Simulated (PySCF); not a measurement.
# From MP2 to CCSD(T): MRb along the alkali metals

MP2 and CCSD(T) in PySCF with def2-SVP on every atom (core potentials on Rb, Cs), for the lowest determinant that a PBE0 search found; no spin–orbit coupling.

| molecule | state (unpaired electrons) | MP2 Re (Å) | MP2 ωe (cm⁻¹) | MP2 De (eV) | CCSD(T) Re (Å) | CCSD(T) ωe (cm⁻¹) | CCSD(T) De (eV) |
| --- | --- | --- | --- | --- | --- | --- | --- |
| RbLi | singlet (closed shell) | 3.568 | 186 | 0.36 | 3.573 | 179 | 0.59 |
| RbNa | singlet (closed shell) | 3.714 | 105 | 0.34 | 3.743 | 99.4 | 0.54 |
| KRb | singlet (closed shell) | 4.107 | 76.2 | 0.31 | 4.166 | 70.8 | 0.46 |
| Rb2 | singlet (closed shell) | 4.252 | 55.1 | 0.22 | 4.368 | 48.6 | 0.35 |
| CsRb | singlet (closed shell) | 4.473 | 47.8 | 0.24 | ? | ? | ? |

**Question.** Estimate the CCSD(T) values of CsRb by adding the mean shift from MP2 to CCSD(T) of the other rows, and compare with the calculation.

**Answer.** The mean shifts are +5.2 pm, -6 cm⁻¹ and +0.18 eV, which give 4.525 Å, 41.7 cm⁻¹ and 0.42 eV. CCSD(T)/def2-SVP gives Re = 4.573 Å, ωe = 42.8 cm⁻¹, De = 0.36 eV.

**Question.** What are the mean differences of MP2 from CCSD(T) over the whole series?

**Answer.** Re -6.2 pm, ωe +6 cm⁻¹, De -0.17 eV.

In a basis of this size CCSD(T) is itself not converged; it tends to give bonds that are too long and too weak.

Correlated steps freeze the inner cores (0 to 5 orbitals); shallow outer-core shells are correlated. Weak bonds: CsRb, KRb, Rb2, RbLi, RbNa. Basis-set superposition, not corrected here, can be much of De in a small basis, most of all at correlated wavefunction levels. Spin–orbit coupling is left out. Where the molecule has an RHF reference, its open-shell atoms are computed with UHF.
